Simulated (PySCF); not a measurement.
**Group charges in `C=CC[Si@@H](Cl)SC`**

Compound: C₄H₉ClSSi.
Atom-mapped SMILES: `[CH2:1]=[CH:2][CH2:3][Si@@H:4]([Cl:5])[S:6][CH3:7]` (hydrogens: H8, H9 on C1; H10 on C2; H11, H12 on C3; H13 on Si4; H14, H15, H16 on C7)

Geometry (GFN2-xTB, Å), atoms numbered from 1 in this order:
```xyz
16
C4H9ClSSi angstrom
C     -3.0399   -0.5791    0.5685
C     -1.9841    0.2084    0.6507
C     -1.2414    0.7471   -0.5246
Si     0.4631   -0.0773   -0.6923
Cl     1.4496    0.6453   -2.3111
S      1.5564    0.3773    1.1011
C      3.2327   -0.1426    0.6171
H     -3.5413   -0.9538    1.4439
H     -3.4523   -0.8761   -0.3824
H     -1.5820    0.4902    1.6143
H     -1.1100    1.8253   -0.4066
H     -1.8140    0.5804   -1.4373
H      0.3875   -1.5262   -0.8457
H      3.5167    0.3594   -0.3018
H      3.8952    0.1504    1.4243
H      3.2562   -1.2197    0.4878
```

Atomic charges (e) from the PBE0/pcSseg-1 density (PySCF):

```json
{"atom": "C1", "Mulliken": "-0.1444", "IAO": "-0.3265", "Hirshfeld": "-0.1061", "ESP-fitted": "-0.5327"}
{"atom": "C2", "Mulliken": "-0.2713", "IAO": "-0.1283", "Hirshfeld": "-0.0392", "ESP-fitted": "+0.0088"}
{"atom": "C3", "Mulliken": "-0.4759", "IAO": "-0.5454", "Hirshfeld": "-0.1562", "ESP-fitted": "-0.3982"}
{"atom": "Si4", "Mulliken": "+0.7755", "IAO": "+0.8576", "Hirshfeld": "+0.3344", "ESP-fitted": "+0.2962"}
{"atom": "Cl5", "Mulliken": "-0.3178", "IAO": "-0.3137", "Hirshfeld": "-0.1150", "ESP-fitted": "-0.1609"}
{"atom": "S6", "Mulliken": "-0.3049", "IAO": "-0.1862", "Hirshfeld": "-0.0959", "ESP-fitted": "-0.2300"}
{"atom": "C7", "Mulliken": "-0.3943", "IAO": "-0.4963", "Hirshfeld": "-0.1161", "ESP-fitted": "-0.3643"}
{"atom": "H8", "Mulliken": "+0.1199", "IAO": "+0.1545", "Hirshfeld": "+0.0474", "ESP-fitted": "+0.1942"}
{"atom": "H9", "Mulliken": "+0.1083", "IAO": "+0.1430", "Hirshfeld": "+0.0444", "ESP-fitted": "+0.2223"}
{"atom": "H10", "Mulliken": "+0.1265", "IAO": "+0.1491", "Hirshfeld": "+0.0430", "ESP-fitted": "+0.1401"}
{"atom": "H11", "Mulliken": "+0.1740", "IAO": "+0.1686", "Hirshfeld": "+0.0492", "ESP-fitted": "+0.1628"}
{"atom": "H12", "Mulliken": "+0.1519", "IAO": "+0.1586", "Hirshfeld": "+0.0484", "ESP-fitted": "+0.1801"}
{"atom": "H13", "Mulliken": "-0.0319", "IAO": "-0.1282", "Hirshfeld": "-0.0764", "ESP-fitted": "+0.0001"}
{"atom": "H14", "Mulliken": "+0.1645", "IAO": "+0.1616", "Hirshfeld": "+0.0364", "ESP-fitted": "+0.1406"}
{"atom": "H15", "Mulliken": "+0.1633", "IAO": "+0.1736", "Hirshfeld": "+0.0552", "ESP-fitted": "+0.1955"}
{"atom": "H16", "Mulliken": "+0.1567", "IAO": "+0.1580", "Hirshfeld": "+0.0466", "ESP-fitted": "+0.1452"}
```

Task: Cut each of the bonds C1–C2, C2–C3, C3–Si4, S6–Si4 and C7–S6 in turn and sum the charges on the side of the atom named first.

Result: In e; the other side holds the opposite charge:

```csv
bond cut,piece,atoms,Mulliken,IAO,Hirshfeld,ESP-fitted
C1–C2,CH2,3,+0.084,-0.029,-0.014,-0.116
C2–C3,C2H3,5,-0.061,-0.008,-0.010,+0.033
C3–Si4,C3H5,8,-0.211,-0.226,-0.069,-0.023
S6–Si4,CH3S,5,-0.215,-0.189,-0.074,-0.113
C7–S6,CH3,4,+0.090,-0.003,+0.022,+0.117
```

Extremes among these pieces. Mulliken: lowest CH3S at S6, highest CH3 at C7; IAO: lowest C3H5 at C3, highest CH3 at C7; Hirshfeld: lowest CH3S at S6, highest CH3 at C7; ESP-fitted: lowest CH2 at C1, highest CH3 at C7.

Task: Do the schemes agree better on the pieces than on the single atoms at the cuts?

Result: The spread between schemes averages 0.152 e for the pieces and 0.337 e for the atoms named first; it is smaller for the piece at 5 of the 5 cuts. On average they agree better on the pieces. The sign differs between schemes (beyond ±0.03 e) for CH2 at C1 and C2H3 at C2.

One conformer (not necessarily the lowest) at the GFN2-xTB geometry, without solvent, vibrations or thermal averaging.

The run behind these numbers computed NMR shieldings as well. On one thread, Arm Neoverse N1 (aarch64), shared host with 64 logical CPUs at a one-minute load of 62, this took 67 s of wall time (with the writing of density and orbital grids) and 0.89 GiB of memory at its peak.
